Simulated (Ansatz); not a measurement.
SbH2I. Charge 0, multiplicity 1. Geometry relaxed at r2SCAN-D4/def2-TZVP.

```xyz
4

Sb    0.7911   -0.2235   -0.2800
H    -0.5037   -1.2107   -0.8118
H     0.0713    1.1255   -1.0520
I    -0.3588    0.3087    2.1438
```

In the def2 sets I, Sb take a core potential; there is no spin–orbit coupling.

(1) Estimate the harmonic wavenumbers at RKS r2SCAN-D4/def2-TZVP (Ansatz, unscaled). Is this a minimum?

Answers

(1) 197, 570, 583, 838, 1936, 1943 cm⁻¹. Yes, no mode is imaginary beyond noise. Zero-point energy 36.3 kJ/mol. It took 12 s on 4 threads of Arm Neoverse V2 on a shared host.
